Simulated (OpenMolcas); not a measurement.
P⁺: CASPT2 settings compared

```yaml
Program: OpenMolcas 26.06
Basis: ANO-L-VQZP [6s5p3d2f]
Scalar_Hamiltonian: non-relativistic, point nucleus
Active_space: 4 electrons in 4 orbitals (3s 3p)
State_averaging: 2S+1 = 3 even, 3 roots; 2S+1 = 1 even, 6 roots kept (CI in the orbitals of an earlier block); 2S+1 = 5 odd, 1 root; 2S+1 = 3 odd, 5 roots kept (CI in the orbitals of an earlier block)
Spin-orbit_coupling: state interaction with AMFI integrals over the reference wave functions, term energies averaged over their components
```

Methods on the same reference wave functions:
A. CASSCF
B. SS-CASPT2, IPEA 0.1 Eh, imaginary shift 0.2 Eh (closed shells correlated: 2s 2p)
C. XMS-CASPT2, IPEA 0.3 Eh, sigma2 regulariser 0.15 Eh (closed shells correlated: 2s 2p)
D. XMS-CASPT2, IPEA 0.15 Eh, imaginary shift 0.15 Eh (closed shells correlated: 2s 2p)

Energies in cm⁻¹ above 3s² 3p² ³P₀, the measured ground level; measured values from NIST Handbook of Basic Atomic Spectroscopic Data.

```json
{"Level": "3s² 3p² ³P₀", "A": "0.0", "B": "0.0", "C": "0.0", "D": "0.0", "Measured": "0.0"}
{"Level": "3s² 3p² ³P₁", "A": "143", "B": "143", "C": "143", "D": "143", "Measured": "165"}
{"Level": "3s² 3p² ³P₂", "A": "411", "B": "410", "C": "410", "D": "410", "Measured": "469"}
{"Level": "3s² 3p² ¹D₂", "A": "11785", "B": "8780", "C": "8440", "D": "8660", "Measured": "8882"}
{"Level": "3s² 3p² ¹S₀", "A": "21061", "B": "20190", "C": "20470", "D": "20700", "Measured": "21576"}
{"Level": "3s 3p³ ⁵S°₂", "A": "33316", "B": "41880", "C": "41910", "D": "42360", "Measured": "45697"}
```

Deviations, from unrounded energies. A percentage is the sum of absolute deviations over the sum of measured energies, with the sign that they share, or ± where signs differ.

```
                        Against measurement  Levels      A      B      C      D
             mean absolute deviation (cm-1)       5   3200   1100   1100    900
      fine structure of the ground term (%)       2  -12.6  -12.7  -12.8  -12.8
other terms of the ground configuration (%)       2  ±11.2   -4.9   -5.1   -3.6
                   other configurations (%)       1  -27.1   -8.4   -8.3   -7.3
```

D lies closest to measurement on these levels and A furthest from it. The largest miss of D in the table is 3s 3p³ ⁵S°₂, by -3300 cm-1. The ranking rests on the paired levels alone, and a cruder setting can come out closer through cancelling errors.

Among B to D the level of the table that moves most is 3s² 3p² ¹S₀, by 510 cm-1 (lowest in B, highest in D). Moves below CASPT2's spread within the term are not significant.

The mean deviations of B to D differ by less than CASPT2's widest spread within a term (350 cm-1), so their order carries little weight.

From A to B the spin-free energies of the other terms of 3s² 3p² shown, above ³P, scale by factors of 0.74 to 0.96.

The lowest spin-free term lies below A's lowest term by 0.099 hartree in B, 0.096 hartree in C, 0.101 hartree in D.

Term energies are means over components that CASPT2 splits; among the terms shown or strongly mixed into the levels shown the widest spread is 350 cm-1 (3s² 3p² ¹D, C). Over all roots computed the reference weight is 0.90 to 0.98 in B, 0.86 to 0.98 in C, 0.88 to 0.98 in D; the roots of lowest weight are the least certain, and an intruder state may touch them. Terms from blocks run as CI alone lack orbitals of their own. Terms of s pⁿ other than that of highest spin mix with s² pⁿ⁻² d, which this space lacks; all of them can be thousands of cm-1 off, and some have no real level of that name. Without dynamic correlation excited terms often stand tens of per cent too high (terms of higher spin than the ground term too low), and those without a measured partner can miss by more than the paired ones (holds for A). Measured partners are found by configuration, term and J. A level has none where our copy of the source lacks it or the pairing is in doubt (some pairs that miss far off the trend of their configuration count as doubtful), and it then counts in no deviation. Levels of configurations outside the active space are missing. The table leaves out levels that lie high or whose names do not pair safely across all columns.

° marks odd parity.
